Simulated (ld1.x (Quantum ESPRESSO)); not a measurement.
**Building the PAW potential for Fe (PBE, scalar-relativistic).**

ld1.x (Quantum ESPRESSO) 7.5 input, shortened:

```
&input
   title='Fe', zed=26., rel=1, dft='PBE', iswitch=3,
   config='[Ar] 3d6 4s0.5 4p0'
 /
 &inputp
   pseudotype=3, lpaw=.true., tm=.true., lloc=-1, rcloc=2.45,
   nlcc=.false.,
   which_augfun='BESSEL', rmatch_augfun=0.80
 /
6
4S  1  0   0.50   0.00  2.10  2.70  0.0
4S  1  0   0.00   2.70  2.10  2.70  0.0
4P  2  1   0.00   0.00  2.30  3.20  0.0
4P  2  1   0.00   0.55  2.30  3.20  0.0
3D  3  2   6.00   0.00  0.90  0.95  0.0
3D  3  2   0.00  -0.20  0.90  0.95  0.0
 &test
   configts(1)='3d6 4s0.5 4p0'
 /
```

Poles of the logarithmic derivatives, all-electron (AE) and pseudo (PS). s: poles at -0.8, 3.3 (AE) and -0.8, 3.3 (PS) Ry. p: poles at -0.1, 4.1 (AE) and -0.1, 3.4 (PS) Ry. d: poles at -1.5, 1.2 (AE) and -1.5, 1.2 (PS) Ry. Test radius 3.48 bohr.

- Cutoffs needed: 120 Ry and 200 Ry (the cutoffs (Ry, on a coarse ladder) from which the occupation-weighted sum of valence levels, in a spherical-Bessel basis at the reference potential, stays within 10 and 1 mRy of its value at 400 Ry)
- Ghost test: no extra level below or beside the all-electron valence levels (s, p, d, f tested) (spherical-Bessel basis up to 400 Ry, 20 bohr box)
- Configuration tests: test run stopped at test 5 of 7 (negative rho)
- Lowest eigenvalue of the overlap operator: 0.57 (p channel)
